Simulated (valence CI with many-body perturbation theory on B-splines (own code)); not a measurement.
## Questions on Au⁶³⁺

Calculated by relativistic CI+MBPT: six valence electrons over a frozen Dirac-Fock core [Ne], radial functions for each j: 9 s, 9 p, 8 d, 6 f, 3 g, 1 h, with the one-electron correlation potential Σ1 (screened to all orders), the two-electron term Σ2, the three-electron term Σ3, Breit, model QED; selected single and double excitations, second order for the rest, scaled by the run's own slope (own B-spline code, finite nucleus).

The last digits are not significant, and no measured levels were compared; by estimate large intervals hold to a few tenths of a per cent, small ones and those within an open d or f shell to about a per cent. Among the levels kept, up to 1000 cm⁻¹ of a level comes from second order outside the variational space, and about a tenth of that is noise between levels of different J, which matters for small intervals.

Levels are named by their leading jj configuration (3d3/2^4 stands for four electrons in 3d with j = 3/2), which in mixed levels can hold well under half, so a name can repeat and another be missing.

Rates and lifetimes use the calculated energies. Strong lines usually hold to 10 to 20 %, long lifetimes can be off by a factor of two.

Question: What is the ground level?

Answer: (3s^2 3p1/2^2 3p3/2^2) J=2, composition 68 % 3s2.3p4 3P + 32 % 3s2.3p4 1D, g = 1.326.

Question: Name the longest-lived excited levels whose lifetime is computed, and their main decay.

Answer: (3s^2 3p1/2^2 3p3/2 3d3/2) J=0 at 265.27 eV lives 217 ms, mostly by M2 to (3s^2 3p1/2^2 3p3/2^2) J=2; (3s^2 3p1/2^2 3p3/2^2) J=0 at 21.56 eV lives 61.6 ms, mostly by E2 to (3s^2 3p1/2^2 3p3/2^2) J=2; (3s^2 3p1/2^2 3p3/2 3d5/2) J=4 at 368.77 eV lives 150 ns, mostly by M1 to (3s^2 3p1/2^2 3p3/2 3d3/2) J=3.

Question: How well does LS coupling describe the low levels?

Answer: Among the lowest 20 levels the leading LS term, summed over configurations, holds 49 % on average. For single configurations the figures are 48 % in LS and 96 % in jj coupling. Terms mix most in the J = 2 level at 652.45 eV, where the leading one holds 23 %.

Question: Where does the other parity begin?

Answer: At (3s^2 3p1/2^2 3p3/2 3d3/2) J=2, 255.56 eV.

Question: What are the static dipole polarisabilities of the lowest levels?

Answer: (3s^2 3p1/2^2 3p3/2^2) J=2 0.00230; (3s^2 3p1/2^2 3p3/2^2) J=0 0.00230 bohr³, of which the core gives 3.28e-05.
